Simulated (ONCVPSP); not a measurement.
Logarithmic derivatives: Ga (Z = 31), ONCV

```
Element                 : Ga
Generator               : ONCVPSP 4.0.1
Type                    : optimised norm-conserving Vanderbilt (ONCV)
Functional              : PBEsol
Relativity              : scalar-relativistic
Frozen core             : [Ar] 3d10
Valence charge          : 3
Reference configuration : 4s2 4p1
Partial waves           : 4s: rc 1.65 bohr, ncon 4, nbas 7, qcut 3.2 1/bohr, 2 projectors, debl 2.9 Ha; 4p: rc 2.50 bohr, ncon 4, nbas 7, qcut 3.3 1/bohr, 3 projectors, debl 3.3 Ha; d scattering state at 0.46 Ha: rc 2.10 bohr, ncon 4, nbas 8, qcut 5.4 1/bohr, 3 projectors, debl 0.4 Ha
Local potential         : polynomial inside 1.20 bohr (lpopt 5, dvloc0 2 Ha)
Core correction         : none
```

The phase is arctan(r·R′/R) of the radial function R(r), unwrapped; energies in Ha, scanned from -2 to 5 Ha. A pole is an energy at which the radial function vanishes at the test radius. The pseudo phase is shifted by a multiple of π to meet the all-electron one at the reference energy, and phase errors are pseudo minus all-electron; the curves can meet again beyond the range given. Levels narrower than the energy grid can be missing from the lists of poles.

Problem. For each channel, where are the poles, and over which energies does the pseudopotential scatter like the atom?

Solution.

```csv
channel,radius (bohr),reference energy (Ha),"poles, all-electron","poles, pseudo",unbroken range about the reference energy with phases within 0.05 rad,phase error 1 Ha above the reference energy (rad)
s,1.68,-0.33,2.98,"2.97, 3.70",below 3.5,-0.001
p,2.53,-0.09,"0.85, 4.84","0.85, 4.84",the whole range,-0.000
d,2.13,0.46,"-0.65, 2.87","-0.65, 2.86",-0.7 to 4.3,+0.000
```

Note: ghosts flagged at negative energy: d at -19.1 eV; GHOST(+) flagged for s at 96.0 eV, p at 300.6 eV. A true bound ghost makes a file unfit for plane-wave use.

Phases in the s channel:

```
E (Ha)  all-electron  pseudo
 -1.98         0.992   0.985
 -1.80         0.932   0.926
 -1.62         0.857   0.852
 -1.44         0.762   0.757
 -1.26         0.640   0.636
 -1.08         0.482   0.479
 -0.90         0.281   0.279
 -0.72         0.040   0.039
 -0.54        -0.222  -0.223
 -0.36        -0.473  -0.473
 -0.18        -0.686  -0.687
  0.00        -0.857  -0.857
  0.18        -0.989  -0.990
  0.36        -1.092  -1.093
  0.54        -1.173  -1.174
  0.72        -1.237  -1.238
  0.90        -1.290  -1.291
  1.08        -1.334  -1.335
  1.26        -1.371  -1.372
  1.44        -1.403  -1.403
  1.62        -1.430  -1.431
  1.80        -1.455  -1.455
  1.98        -1.477  -1.477
  2.16        -1.496  -1.497
  2.34        -1.515  -1.515
  2.52        -1.532  -1.532
  2.70        -1.548  -1.548
  2.88        -1.563  -1.563
  3.06        -1.577  -1.578
  3.24        -1.591  -1.595
  3.42        -1.605  -1.616
  3.60        -1.619  -1.787
  3.78        -1.632  -4.740
  3.96        -1.646  -4.765
  4.14        -1.661  -4.781
  4.32        -1.675  -4.796
  4.50        -1.691  -4.810
  4.68        -1.708  -4.824
  4.86        -1.726  -4.839
```
